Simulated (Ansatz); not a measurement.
Geometry optimisation, RKS PBE/def2-SVP in Ansatz.

Input file:

```yaml
crystal:
  periodic: [false, false, false]
  atoms:
    - { symbol: Ge, position_ang: [0.0, 0.0, 0.0] }
    - { symbol: O, position_ang: [0.0, 0.0, 2.12] }
    - { symbol: H, position_ang: [-0.9095, -0.2814, 2.4571] }
    - { symbol: Cl, position_ang: [2.0935, 0.0, -0.7393] }
    - { symbol: Cl, position_ang: [-1.0456, 1.8115, -0.7393] }
    - { symbol: Cl, position_ang: [-1.0456, -1.8115, -0.7393] }
    - { symbol: O, position_ang: [1.0804, -1.6406, 0.6527] }
    - { symbol: Al, position_ang: [0.4764, -3.3147, 0.6824] }
    - { symbol: H, position_ang: [1.0732, -4.3766, -0.2922] }
    - { symbol: H, position_ang: [-0.6497, -3.7201, 1.683] }
    - { symbol: H, position_ang: [0.6833, -1.0376, 1.7535] }
basis:
  gaussian: { orbitals: def2-SVP }
hamiltonian:
  xc: pbe
relax:
  f_tol: 0.15
  max_steps: 25
  restrain:
    - { distance: [0, 6], at: 2.97, k: 30.0 }
    - { distance: [10, 1], at: 2.21, k: 30.0 }
    - { distance: [0, 1], at: 1.77, k: 30.0 }
    - { distance: [10, 6], at: 1.01, k: 30.0 }
```

Run as:

```bash
$ ansatz run input.yaml --threads 4 --pin off --max-ram 5120MiB --backend cpu --events-out ev --progress --plain --runs-dir out
```

**Question.** Where does it end, and by what steps?

**Answer.** It converged. The restraints hold the end off the free minimum; the threshold counts their pulls, which the force column leaves out. Restrained pairs: Ge1–O7 (2.07 → 2.96 Å), O2–H11 (1.30 → 2.21 Å), Ge1–O2 (2.12 → 1.77 Å), O7–H11 (1.32 → 0.99 Å). After 12 steps the energy has fallen by 2.574 eV (the restraints' own energy left out); H3 moved furthest, 1.02 Å.

| step | energy less start (eV) | largest force component (eV/Å) | accepted |
| --- | --- | --- | --- |
| 0 | 0.0000 | 4.488 | yes |
| 1 | -0.7452 | 4.284 | yes |
| 2 | -1.2160 | 3.281 | yes |
| 3 | -1.6504 | 2.573 | yes |
| 4 | -2.2481 | 0.880 | yes |
| 5 | -2.3665 | 0.882 | yes |
| 6 | -2.4235 | 1.306 | yes |
| 7 | -2.5183 | 0.410 | yes |
| 8 | -2.5338 | 0.465 | yes |
| 9 | -2.5436 | 0.558 | yes |
| 10 | -2.5457 | 0.856 | yes |
| 11 | -2.5692 | 0.559 | yes |
| 12 | -2.5745 | 0.556 | yes |

```xyz
11
Properties=species:S:1:pos:R:3
Ge -0.059 0.087 0.027
O -0.133 0.043 1.799
H -0.818 0.675 2.105
Cl 1.872 0.495 -0.780
Cl -1.423 1.652 -0.584
Cl -0.930 -1.726 -0.888
O 1.445 -2.163 1.233
Al 0.407 -3.473 0.701
H 0.997 -4.360 -0.482
H -0.816 -3.911 1.640
H 1.214 -1.689 2.068
```

Run time: 38 s on 4 threads of Arm Neoverse V2 (shared host), peak memory 0.26 GiB.
